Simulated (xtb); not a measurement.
xtb input (GFN2-xTB):

```bash
xtb mol.xyz --gfn 2 --sp --chrg -1 --uhf 0
```
mol.xyz:
```
3

As    -0.02388811    -0.04908631    -0.02812370
H     -0.00211194     1.45250692    -0.32091890
H      0.79041952     0.16734137     1.24900104
```

Output:

```
           -------------------------------------------------
          |                Calculation Setup                |
           -------------------------------------------------

           -------------------------------------------------
          |                 G F N 2 - x T B                 |
           -------------------------------------------------

        Reference                      10.1021/acs.jctc.8b01176
      * Hamiltonian:
        H0-scaling (s, p, d)           1.850000    2.230000    2.230000
        zeta-weighting                 0.500000
      * Dispersion:
        s8                             2.700000
        a1                             0.520000
        a2                             5.000000
        s9                             5.000000
      * Repulsion:
        kExp                           1.500000    1.000000
        rExp                           1.000000
      * Coulomb:
        alpha                          2.000000
        third order                    shell-resolved
        anisotropic                    true
        a3                             3.000000
        a5                             4.000000
        cn-shift                       1.200000
        cn-exp                         4.000000
        max-rad                        5.000000

          ...................................................
          :                      SETUP                      :
          :.................................................:
          :  # basis functions                  12          :
          :  # atomic orbitals                  11          :
          :  # shells                            5          :
          :  # electrons                         8          :
          :  max. iterations                   250          :
          :  Hamiltonian                  GFN2-xTB          :
          :  restarted?                      false          :
          :  GBSA solvation                  false          :
          :  PC potential                    false          :
          :  electronic temp.          300.0000000     K    :
          :  accuracy                    1.0000000          :
          :  -> integral cutoff          0.2500000E+02      :
          :  -> integral neglect         0.1000000E-07      :
          :  -> SCF convergence          0.1000000E-05 Eh   :
          :  -> wf. convergence          0.1000000E-03 e    :
          :  Broyden damping             0.4000000          :
          :  net charge                         -1          :
          :  unpaired electrons                  0          :
          ...................................................

 iter      E             dE          RMSdq      gap      omega  full diag
   1     -3.4995338 -0.349953E+01  0.120E+01    3.76       0.0  T
   2     -3.5002463 -0.712528E-03  0.720E+00    3.64       1.0  T
   3     -3.5005090 -0.262634E-03  0.255E-01    3.49       1.0  T
   4     -3.5005324 -0.234715E-04  0.163E-01    3.48       1.0  T
   5     -3.5005326 -0.218965E-06  0.570E-02    3.48       1.0  T
   6     -3.5005330 -0.373142E-06  0.108E-02    3.48       5.4  T
   7     -3.5005330 -0.591721E-08  0.290E-03    3.48      19.9  T
   8     -3.5005330 -0.856124E-10  0.503E-04    3.48     114.7  T
   9     -3.5005330 -0.108522E-10  0.833E-05    3.48     692.7  T

   *** convergence criteria satisfied after 9 iterations ***

         #    Occupation            Energy/Eh            Energy/eV
      -------------------------------------------------------------
         1        2.0000           -0.2349424              -6.3931
         2        2.0000           -0.1620453              -4.4095
         3        2.0000           -0.1206846              -3.2840
         4        2.0000           -0.0151635              -0.4126 (HOMO)
         5                          0.1126443               3.0652 (LUMO)
         6                          0.1901964               5.1755
         7                          0.2822470               7.6803
         8                          0.2848500               7.7512
         9                          0.2851267               7.7587
       ...                                ...                  ...
        11                          0.9976076              27.1463
      -------------------------------------------------------------
                  HL-Gap            0.1278078 Eh            3.4778 eV
             Fermi-level            0.0487404 Eh            1.3263 eV

 SCC (total)                   0 d,  0 h,  0 min,  0.003 sec
 SCC setup                      ...        0 min,  0.000 sec (  5.230%)
 Dispersion                     ...        0 min,  0.000 sec (  1.488%)
 classical contributions        ...        0 min,  0.000 sec (  1.488%)
 integral evaluation            ...        0 min,  0.000 sec ( 13.995%)
 iterations                     ...        0 min,  0.002 sec ( 58.642%)
 molecular gradient             ...        0 min,  0.000 sec ( 12.121%)
 printout                       ...        0 min,  0.000 sec (  6.440%)

         :::::::::::::::::::::::::::::::::::::::::::::::::::::
         ::                     SUMMARY                     ::
         :::::::::::::::::::::::::::::::::::::::::::::::::::::
         :: total energy              -3.492081469138 Eh    ::
         :: gradient norm              0.003713677312 Eh/a0 ::
         :: HOMO-LUMO gap              3.477827296795 eV    ::
         ::.................................................::
         :: SCC energy                -3.500533026426 Eh    ::
         :: -> isotropic ES            0.161591508832 Eh    ::
         :: -> anisotropic ES         -0.003171225619 Eh    ::
         :: -> anisotropic XC          0.001052537721 Eh    ::
         :: -> dispersion             -0.001371606485 Eh    ::
         :: repulsion energy           0.008451557288 Eh    ::
         :: add. restraining           0.000000000000 Eh    ::
         :: total charge              -1.000000000000 e     ::
         :::::::::::::::::::::::::::::::::::::::::::::::::::::

           -------------------------------------------------
          |                Property Printout                |
           -------------------------------------------------

    * Orbital Energies and Occupations

         #    Occupation            Energy/Eh            Energy/eV
      -------------------------------------------------------------
         1        2.0000           -0.2349424              -6.3931
         2        2.0000           -0.1620453              -4.4095
         3        2.0000           -0.1206846              -3.2840
         4        2.0000           -0.0151635              -0.4126 (HOMO)
         5                          0.1126443               3.0652 (LUMO)
         6                          0.1901964               5.1755
         7                          0.2822470               7.6803
         8                          0.2848500               7.7512
         9                          0.2851267               7.7587
        10                          0.6820206              18.5587
        11                          0.9976076              27.1463
      -------------------------------------------------------------
                  HL-Gap            0.1278078 Eh            3.4778 eV
             Fermi-level            0.0487404 Eh            1.3263 eV

     #   Z          covCN         q      C6AA      α(0)
     1  33 As       1.936    -0.527   249.456    29.624
     2   1 H        0.968    -0.237    13.993     5.846
     3   1 H        0.968    -0.237    13.993     5.846

 Mol. C6AA /au·bohr⁶  :        538.792983
 Mol. C8AA /au·bohr⁸  :      27011.145935
 Mol. α(0) /au        :         41.315655

Wiberg/Mayer (AO) data.
Note: The following floating-point exceptions are signalling: IEEE_DENORMAL
normal termination of xtb
largest (>0.10) Wiberg bond orders for each atom

 ---------------------------------------------------------------------------
     #   Z sym  total        # sym  WBO       # sym  WBO       # sym  WBO
 ---------------------------------------------------------------------------
     1  33 As   1.887 --     3 H    0.943     2 H    0.943
     2   1 H    0.944 --     1 As   0.943
     3   1 H    0.944 --     1 As   0.943
 ---------------------------------------------------------------------------

Topologies differ in total number of bonds
Writing topology from bond orders to xtbtopo.mol

molecular dipole:
                 x           y           z       tot (Debye)
 q only:       -0.329      -0.675      -0.387
   full:       -0.035      -0.072      -0.041       0.228
molecular quadrupole (traceless):
                xx          xy          yy          xz          yz          zz
 q only:        1.080      -0.167      -0.843      -1.254       0.322      -0.237
  q+dip:        0.819      -0.146      -0.651      -0.949       0.215      -0.168
   full:       -0.363      -0.139       0.170       0.444      -0.398       0.192

           -------------------------------------------------
          | TOTAL ENERGY               -3.492081469138 Eh   |
          | GRADIENT NORM               0.003713677312 Eh/α |
          | HOMO-LUMO GAP               3.477827296795 eV   |
           -------------------------------------------------

------------------------------------------------------------------------
------------------------------------------------------------------------
 total:
 SCF:
```

This state (charge -1, singlet) is run at the relaxed geometry of the species with charge 0 and multiplicity 2.
